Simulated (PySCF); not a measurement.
## Fractional electron number in Cl²⁺ (chlorine, charge +2)

The 3p alpha orbital of [Ne] 3s2 3p3 is emptied in steps (occupation f), with all orbitals relaxed, ending at [Ne] 3s2 3p2. Computed with PySCF 2.14 in jorge-DZP-DKH (7s4p1d, 24 functions), with the spin-free X2C one-electron Hamiltonian (Gaussian nucleus). The exact energy is a straight line in f; departures are measured from the line between the end points of the same method.

| f | UHF (eV) | LDA (eV) | PBE (eV) | PBE0 (eV) | r2SCAN (eV) | LC-wPBE (eV) | BHandHLYP (eV) | wB97X (eV) | BLYP (eV) | M06-2X (eV) |
| --- | --- | --- | --- | --- | --- | --- | --- | --- | --- | --- |
| 1 | 0.000 | 0.000 | 0.000 | 0.000 | 0.000 | 0.000 | 0.000 | 0.000 | 0.000 | 0.000 |
| 0.75 | 0.131 | -1.248 | -1.216 | -0.882 | -1.130 | -0.327 | -0.558 | -0.395 | -1.226 | -0.601 |
| 0.5 | 0.173 | -1.666 | -1.618 | -1.170 | -1.485 | -0.429 | -0.741 | -0.517 | -1.633 | -0.808 |
| 0.25 | 0.128 | -1.250 | -1.208 | -0.871 | -1.095 | -0.313 | -0.553 | -0.376 | -1.221 | -0.591 |
| 0 | 0.000 | 0.000 | 0.000 | 0.000 | 0.000 | 0.000 | 0.000 | 0.000 | 0.000 | 0.000 |

For wB97X, how does the orbital energy at f = 1 compare with the removal energy?

−ε = 37.411 eV against a total-energy difference of 39.538 eV. By Janak's theorem ε = ∂E/∂f, so the gap between them reflects the curvature. Along the path −ε is 38.506 (f = 0.75), 39.589 (f = 0.5), 40.592 (f = 0.25) eV.

```json
{"method": "UHF", "E(f=0) − E(f=1) (eV)": "38.972", "−ε at f=1 (eV)": "39.684", "−ε at f=0.5 (eV)": "38.961"}
{"method": "LDA", "E(f=0) − E(f=1) (eV)": "39.667", "−ε at f=1 (eV)": "33.031", "−ε at f=0.5 (eV)": "39.661"}
{"method": "PBE", "E(f=0) − E(f=1) (eV)": "39.588", "−ε at f=1 (eV)": "33.099", "−ε at f=0.5 (eV)": "39.610"}
{"method": "PBE0", "E(f=0) − E(f=1) (eV)": "39.668", "−ε at f=1 (eV)": "34.954", "−ε at f=0.5 (eV)": "39.694"}
{"method": "r2SCAN", "E(f=0) − E(f=1) (eV)": "39.844", "−ε at f=1 (eV)": "33.764", "−ε at f=0.5 (eV)": "39.941"}
{"method": "LC-wPBE", "E(f=0) − E(f=1) (eV)": "39.772", "−ε at f=1 (eV)": "38.008", "−ε at f=0.5 (eV)": "39.806"}
{"method": "BHandHLYP", "E(f=0) − E(f=1) (eV)": "39.445", "−ε at f=1 (eV)": "36.465", "−ε at f=0.5 (eV)": "39.458"}
{"method": "wB97X", "E(f=0) − E(f=1) (eV)": "39.538", "−ε at f=1 (eV)": "37.411", "−ε at f=0.5 (eV)": "39.589"}
{"method": "BLYP", "E(f=0) − E(f=1) (eV)": "39.306", "−ε at f=1 (eV)": "32.767", "−ε at f=0.5 (eV)": "39.320"}
{"method": "M06-2X", "E(f=0) − E(f=1) (eV)": "39.490", "−ε at f=1 (eV)": "36.316", "−ε at f=0.5 (eV)": "39.501"}
```

Reference removal energy between the ground levels: 39.8 ± 0.11 eV (semi-empirical (NIST evaluation); NIST Atomic Spectra Database, ionization energies). The calculation has no spin-orbit coupling. UHF lacks correlation.
